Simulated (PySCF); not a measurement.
F₃H₃O₃Si₂, SMILES O[Si](O)(O)[Si](F)(F)F. The structure is a stationary point at PBE-D3(BJ)/def2-SVP. This is a generated structure with no PubChem entry under its InChIKey; it may be hypothetical. One conformer was computed; it need not be the lowest.

Computed equilibrium geometry at PBE-D3(BJ)/def2-SVP (PySCF confirms it by a frequency run) as bond lengths and angles, and its point group (one conformer of several):
point group C3.
Atoms: Si1 F2 F3 F4 Si5 O6 O7 O8 H9 H10 H11. Bond lengths (Å): Si1–F2 1.629, Si1–F3 1.629, Si1–F4 1.629, Si1–Si5 2.336, Si5–O6 1.662, Si5–O7 1.662, Si5–O8 1.662, O6–H9 0.974, O7–H10 0.974, O8–H11 0.974. Angles (°): F2–Si1–F3 106.6, F2–Si1–F4 106.6, F2–Si1–Si5 112.2, F3–Si1–F4 106.6, F3–Si1–Si5 112.2, F4–Si1–Si5 112.2, Si1–Si5–O6 109.4, Si1–Si5–O7 109.4, Si1–Si5–O8 109.4, O6–Si5–O7 109.5, O6–Si5–O8 109.5, O7–Si5–O8 109.5, Si5–O6–H9 116.2, Si5–O7–H10 116.2, Si5–O8–H11 116.2.
Charge 0, spin multiplicity 1.
